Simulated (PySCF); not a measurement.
Isomers of C3H4F4, one conformer each. Level of theory: core-valence-separated Tamm–Dancoff BHandHLYP/aug-pcX-1 (pcseg-1 on H) in PySCF, non-relativistic, gas phase, PBE0-D3(BJ)/def2-SVP geometry. The energies are unshifted.

P. `FCCC(F)(F)F`
Q. `FC(F)([C@H](F)C)F`

Main lines, eV (oscillator strength):
1. C K: 285.9 (0.010), 286.6 (0.034), 286.6 (0.025), 287.2 (0.010), 287.4 (0.063); F K: 685.5 (0.034), 687.0 (0.006), 687.3 (0.026), 687.3 (0.028), 687.4 (0.026)
2. C K: 286.5 (0.022), 286.9 (0.035), 287.1 (0.057), 287.4 (0.010), 288.4 (0.016); F K: 685.4 (0.030), 686.7 (0.009), 687.3 (0.049), 687.5 (0.025), 687.9 (0.019)
Listed: the first five lines at most of each edge with a tenth or more of its strongest line's intensity; roots within 0.03 eV on the same or equivalent atoms are summed. Only the lowest roots were sought, and the top ones are left out.

Which spectrum belongs to which isomer?

1 = Q, 2 = P.
- P: first C line listed at 286.5 eV, hole on the chain CH2 carbon; first F line listed at 685.4 eV, hole on the alkyl fluorine.
- Q: first C line listed at 285.9 eV, hole on the methyl carbon; first F line listed at 685.5 eV, hole on the alkyl fluorine.

What are the ground-state energies of the isomers at BHandHLYP/aug-pcX-1 (pcseg-1 on H), relative to the lowest?

P 2.8, Q 0.0 kJ/mol (electronic energies on these geometries, no dispersion or zero-point terms).
